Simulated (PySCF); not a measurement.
## How the method changes the constants of WO

State: ³Σ⁻ (triplet), unpaired electrons δ ↑↑. Set-up: W def2-TZVPPD with ECP60, O def2-TZVPPD; scalar-relativistic core potentials (PySCF 2.14). De refers to W (5d4 6s2) + O in their high-spin ground configurations, without counterpoise correction. The functionals are run spin-unrestricted. A positive dipole means W(−)O(+). Levels whose curve was spin-contaminated or gave no clean fit are not listed.

| Level | Re (Å) | ωe (cm⁻¹) | De (eV) | μ (D) |
| --- | --- | --- | --- | --- |
| ROHF | 1.631 | 1187 | n/a | -2.90 |
| ROHF-MP2 | 1.662 | 1078 | n/a | n/a |
| ROHF-SCS-MP2 | 1.662 | 1082 | n/a | n/a |
| ROHF-CCSD | 1.651 | 1118 | n/a | n/a |
| ROHF-CCSD(T) | 1.667 | 1063 | n/a | n/a |
| PBE | 1.663 | 1070 | n/a | -1.91 |
| BLYP | 1.674 | 1047 | n/a | -2.10 |
| BP86 | 1.664 | 1068 | n/a | -1.91 |
| B3LYP | 1.658 | 1093 | n/a | -2.28 |
| PBE0 | 1.646 | 1118 | n/a | -2.09 |
| CAM-B3LYP | 1.649 | 1121 | n/a | -2.41 |

What does a quarter of exact exchange do here, going from PBE to PBE0?

PBE0 less PBE: -1.7 pm in Re, +4.5 % in ωe. Exact exchange removes part of the self-interaction that spreads semilocal densities, and in most molecules shortens and stiffens the bond and lowers De; so it does here.

What does the three-parameter hybrid form, with a fifth of exact exchange, do here, going from BLYP to B3LYP?

B3LYP less BLYP: -1.6 pm in Re, +4.4 % in ωe. Exact exchange removes part of the self-interaction that spreads semilocal densities, and in most molecules shortens and stiffens the bond and lowers De; so it does here.

What does second-order correlation do here, going from ROHF to ROHF-MP2?

ROHF-MP2 less ROHF: +3.1 pm in Re, -9.2 % in ωe. Correlation nearly always deepens the well. The bond lengthens, as in strong covalent bonds, where excitations into antibonding orbitals dominate.

Correlated steps freeze 1 core orbital. De is left out where the level can put another filling of the metal’s s and d shells below the measured ground configuration, by anything from nothing to about 1 eV. Spin–orbit coupling is left out, which matters for elements this heavy, above all for dissociation energies. UHF is strongly spin-contaminated for WO, so the ROHF reference used there is far from stable. With d or f electrons several states lie close, and the lowest PBE0 determinant need not be the measured ground state.

The whole job (state search and all levels along the bond) took about 11 min on 2 threads of Intel Xeon 6975P-C (shared host), peak memory 4.8 GiB.
